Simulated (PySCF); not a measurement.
**Adding and removing an electron: NaTl**

PBE0; basis Na aug-cc-pVDZ, Tl aug-cc-pVDZ-PP with ECP60; scalar-relativistic core potentials; PySCF 2.14. Neutral (UKS): singlet (closed shell), Re = 3.264 Å, ωe = 137 cm⁻¹, De = 0.74 eV, HOMO -3.42 eV, LUMO -1.66 eV.

NaTl⁺ (UKS): doublet (σ ↑), Re = 3.614 Å, ωe = 90.8 cm⁻¹. The energies at the minima are -334.69682 hartree for NaTl and -334.51803 for NaTl⁺.

Q: Work out the adiabatic ionisation energy, without and with harmonic zero-point energies (1 hartree = 27.2114 eV, 1 eV = 8065.5 cm⁻¹), and the change of the bond length.

A: At PBE0: 0.17879 hartree = 4.865 eV between the minima; the zero-point term (90.8 − 137.0)/2 cm⁻¹ = -0.003 eV makes it 4.862 eV. Re changes by +35.0 pm against the neutral. Minus the HOMO energy is 3.42 eV, -1.45 eV from the value between the minima; self-interaction puts the Kohn–Sham level too high, less so with exact exchange. The electron leaves a σ orbital, and the longer bond of the ion fits a bonding orbital, or a change in how ionic the bond is.

Closed-shell solutions of metal pairs were not tested for spin polarisation, which can lower them a little. These are scalar-relativistic numbers at best; spin–orbit coupling would shift them, the dissociation energy most. States were picked by a PBE0 search and need not be the measured ground states.
